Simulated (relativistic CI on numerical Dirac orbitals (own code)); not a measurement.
Forbidden lines of Ni5+

Method of calculation: Dirac-Coulomb-Breit CI, orbitals from a KLI potential per configuration, QED by a radiative potential, valence Slater integrals scaled by 0.85, P86 correlation energy added to each configuration (own radial code, finite nucleus).

CI space (outside the closed core [Ne]): 3s²3p⁶3d⁵, 3s²3p⁶3d⁴4s, 3s²3p⁵3d⁶, 3s²3p⁶3d⁴4p, 3s²3p⁶3d⁴4d, 3s²3p⁴3d⁷, 3s²3p⁶3d⁴5s, 3s3p⁶3d⁶, 3s²3p⁶3d⁴5p, 3s²3p⁶3d⁴4f, 3s²3p⁶3d³4s², 3s²3p⁶3d⁴5d, 3s²3p⁶3d⁴5f, 3s²3p⁶3d⁴5g, 3s²3p⁶3d³4s4p, 3p⁶3d⁷. Levels of other configurations are missing.

```csv
λ vac (nm),Lower,Upper,Type,A (s⁻¹),log gf
211.05,3s²3p⁶3d⁵ ⁶S5/2 [1],3s²3p⁶3d⁵ ⁴D3/2 [12],M1,1.33e-01,-9.45
211.18,3s²3p⁶3d⁵ ⁶S5/2 [1],3s²3p⁶3d⁵ ⁴D5/2 [11],M1,2.72e-01,-8.96
416.90,3s²3p⁶3d⁵ ⁴G5/2 [3],3s²3p⁶3d⁵ ⁴F3/2 [21],E2,1.79e-01,-8.73
416.90,3s²3p⁶3d⁵ ⁴G5/2 [3],3s²3p⁶3d⁵ ⁴F3/2 [21],M1,5.53e-01,-8.24
423.75,3s²3p⁶3d⁵ ⁴G9/2 [4],3s²3p⁶3d⁵ ⁴F7/2 [20],E2,1.37e-01,-8.53
423.75,3s²3p⁶3d⁵ ⁴G9/2 [4],3s²3p⁶3d⁵ ⁴F7/2 [20],M1,1.99e-01,-8.37
423.81,3s²3p⁶3d⁵ ⁴G7/2 [5],3s²3p⁶3d⁵ ⁴F7/2 [20],M1,5.51e-01,-7.93
425.38,3s²3p⁶3d⁵ ⁴G11/2 [2],3s²3p⁶3d⁵ ⁴F9/2 [19],E2,1.98e-01,-8.27
425.38,3s²3p⁶3d⁵ ⁴G11/2 [2],3s²3p⁶3d⁵ ⁴F9/2 [19],M1,5.68e-01,-7.81
427.25,3s²3p⁶3d⁵ ⁴G9/2 [4],3s²3p⁶3d⁵ ⁴F9/2 [19],M1,2.48e-01,-8.17
438.78,3s²3p⁶3d⁵ ⁴G5/2 [3],3s²3p⁶3d⁵ ²F5/2 [18],M1,4.11e-01,-8.15
439.70,3s²3p⁶3d⁵ ⁴G7/2 [5],3s²3p⁶3d⁵ ²F5/2 [18],M1,1.51e+00,-7.58
463.95,3s²3p⁶3d⁵ ⁴P5/2 [6],3s²3p⁶3d⁵ ²F5/2 [18],M1,4.05e-01,-8.11
472.59,3s²3p⁶3d⁵ ⁴G9/2 [4],3s²3p⁶3d⁵ ²F7/2 [17],M1,1.94e+00,-7.28
472.66,3s²3p⁶3d⁵ ⁴G7/2 [5],3s²3p⁶3d⁵ ²F7/2 [17],M1,2.66e-01,-8.15
531.46,3s²3p⁶3d⁵ ⁴G11/2 [2],3s²3p⁶3d⁵ ²I11/2 [14],M1,7.15e-02,-8.44
546.59,3s²3p⁶3d⁵ ⁴G5/2 [3],3s²3p⁶3d⁵ ²D5/2 [13],M1,6.34e-01,-7.77
548.03,3s²3p⁶3d⁵ ⁴G7/2 [5],3s²3p⁶3d⁵ ²D5/2 [13],M1,6.93e-01,-7.73
551.92,3s²3p⁶3d⁵ ⁴P5/2 [6],3s²3p⁶3d⁵ ²D3/2 [16],M1,2.96e-01,-8.27
557.95,3s²3p⁶3d⁵ ⁴P3/2 [7],3s²3p⁶3d⁵ ²D3/2 [16],M1,1.10e+00,-7.69
562.92,3s²3p⁶3d⁵ ⁴P1/2 [8],3s²3p⁶3d⁵ ²D3/2 [16],M1,2.78e-01,-8.28
586.22,3s²3p⁶3d⁵ ⁴P5/2 [6],3s²3p⁶3d⁵ ²D5/2 [13],M1,2.33e+00,-7.14
593.03,3s²3p⁶3d⁵ ⁴P3/2 [7],3s²3p⁶3d⁵ ²D5/2 [13],M1,4.16e-01,-7.88
603.35,3s²3p⁶3d⁵ ⁴D1/2 [10],3s²3p⁶3d⁵ ⁴F3/2 [21],M1,3.98e-01,-8.06
605.26,3s²3p⁶3d⁵ ⁴D7/2 [9],3s²3p⁶3d⁵ ⁴F7/2 [20],M1,4.61e-01,-7.69
605.84,3s²3p⁶3d⁵ ⁴D3/2 [12],3s²3p⁶3d⁵ ⁴F3/2 [21],M1,6.59e-01,-7.84
612.45,3s²3p⁶3d⁵ ⁴D7/2 [9],3s²3p⁶3d⁵ ⁴F9/2 [19],M1,5.37e-01,-7.52
1609.3,3s²3p⁶3d⁵ ⁴P5/2 [6],3s²3p⁶3d⁵ ⁴D5/2 [11],M1,1.43e-01,-7.48
1653.4,3s²3p⁶3d⁵ ⁴P3/2 [7],3s²3p⁶3d⁵ ⁴D3/2 [12],M1,2.49e-01,-7.39
2224.4,3s²3p⁶3d⁵ ²D5/2 [13],3s²3p⁶3d⁵ ²F5/2 [18],M1,4.14e-01,-6.73
```

Terms are leading LS components. Brackets give the number of a level in order of energy, since labels repeat. The list gives strong lines, with weight on those to low levels, among the lowest 200 of 2911 levels, so that lines to higher ones, which can be the strongest, are missing, and without 5 lines that miss the measured interval by over 7 %, start from a term whose rates miss tabulated ones by over 60 %, have gauges far apart or, lacking measured levels, span too small a gap for the errors found; lines with a level outside our table were not tested and can miss by more. Levels whose partners in the same complex of configurations lie outside the list can be far off, and so can their lines. Rates are taken at the computed energies, electric ones in the length gauge.

At this charge configurations can still be misplaced by up to about 7 % of their energy. 52 of the 54 excited levels that our extract of the measured tables holds in this range could be paired (the sources list more); they are missed by 6809 cm⁻¹ on average and 11696 at most, and levels without a partner can miss by more. Some levels of the ground configuration have no partner and can miss by 10 % or more.
